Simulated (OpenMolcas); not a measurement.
## d8 ions of charge +2 down a group with 6 chloride ligands in octahedral coordination

```yaml
Program: OpenMolcas
Method: CASSCF
Spin-orbit_coupling: state interaction with AMFI integrals over the reference wave functions
```

The d shell is active. Anionic complexes are neutralised by point charges behind the ligands. Distances were set from a Shannon-type radius of the metal (high-spin where two are listed) plus a fixed donor radius (Cl 1.76 Å). Ligand basis ANO-RCC-VDZP, DKH2 Hamiltonian. States (labels of O, the rotations of Oh). Energies in cm-1 above the lowest state or level, χT in cm3 K/mol; 10Dq and B are least-squares fits to the states below 45000 cm-1, weighted by degeneracy, with a free offset, and given where the rms deviation is under 5 % of |10Dq| (or 100 cm-1) and under 700 cm-1. Spin-only χT is S(S+1) / 2 for the spin of the ground state.

| Ion | Shell | R (Å) | Metal basis | Outer charge (e at Å behind ligand) | Ground state | First state of that spin | 10Dq | B (rms of fit) | First gap with spin-orbit (degeneracies) | χT at 300 K | First state of another spin | Spin-only χT |
| --- | --- | --- | --- | --- | --- | --- | --- | --- | --- | --- | --- | --- |
| Ni2+ | 3d8 | 2.45 | ANO-RCC-VDZP | 0.67 at 2.8 | 3A2 | 3T2 3690 | 3752 | 1254 (49) | 3406 (3, 2) | 1.790 | 1E 17412 | 1.000 |
| Pd2+ | 4d8 | 2.62 | ANO-RCC-VDZP | 0.67 at 2.6 | 3A2 | 3T2 6545 |  |  | 5749 (3, 2) | 1.747 | 1E 12297 | 1.000 |
| Pt2+ | 5d8 | 2.56 | ANO-RCC-VTZP | 0.67 at 2.8 | 3A2 | 3T2 10318 |  |  | 7053 (3, 2) | 1.914 | 1E 10961 | 1.000 |

The rows also differ in their metal basis and outer charges, so part of each step comes from that.

Every ion keeps the highest spin of its shell. χT departs most from the spin-only value for Pt2+, by +0.914 cm3 K/mol.

Without dynamic correlation the repulsion within the d shell is too large (B by tens of per cent), so at a given field states of lower spin stand too high. Ligand-to-metal charge-transfer states are missing. With no ligand orbital active B as a rule stays too high, so bands that hang on it stand too high and its fall with covalency is understated. With metal d orbitals alone and no dynamic correlation the field as a rule comes out too small, by tens of per cent, by up to half for chloride and softer ligands, and the orbital part of g and χT, which goes as 1/10Dq, too large (holds for Ni2+). Real 4d8 and 5d8 ions are as a rule square planar and diamagnetic (holds for Pd2+; Pt2+). With metal d orbitals alone the field can be off either way by tens of per cent (holds for Pd2+; Pt2+). The least metal-like active orbital is 85 % on the metal (Löwdin) and no ligand orbital is active, so the numbers are rough (holds for Pt2+). No measured value stands beside these numbers; the geometry is a model, was not optimised and need not be the one that this ion takes.
